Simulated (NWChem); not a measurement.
Molecule: C₃H₂F₃, doublet; SMILES F/C=C/[C](F)F

```xyz
8

F     -0.1778    -2.6412     0.0000
C      0.3494    -1.4220     0.0000
C     -0.4897    -0.3190     0.0000
C     -0.0658     0.9817     0.0000
F     -0.8683     2.0169     0.0000
F      1.1979     1.3397     0.0000
H      1.4404    -1.3990     0.0000
H     -1.5695    -0.4828     0.0000
```
Atoms are numbered in this order, from 1.

All runs: NWChem. Spin-unrestricted. Medium grid unless said otherwise, to which SCAN and Minnesota functionals are sensitive. In the optimisation the excess spin sits in a" (Cs, its own frame). Geometry: optimised at PBE0/def2-SVP, spin-unrestricted. No stability test was run on the SCF state. Level r2SCAN/def2-SVP: energy and gradient; each run changes one setting, and changes count from the defaults (medium grid, exact Coulomb integrals, symmetry on).

Q: Which setting moves the energy most, and by about how much (Becke weights; Coulomb fitting, Weigend set; defaults; tight SCF thresholds and tolerances)?

A: Coulomb fitting, Weigend set, by about 300 μHa.
| setting | size of the energy change (μHa) | largest change of a gradient component (μHa/bohr) |
|---|---|---|
| defaults | < 10 | < 30 |
| tight SCF thresholds and tolerances | < 10 | < 30 |
| Coulomb fitting, Weigend set | 300 | < 30 |
| Becke weights | < 10 | 50 |
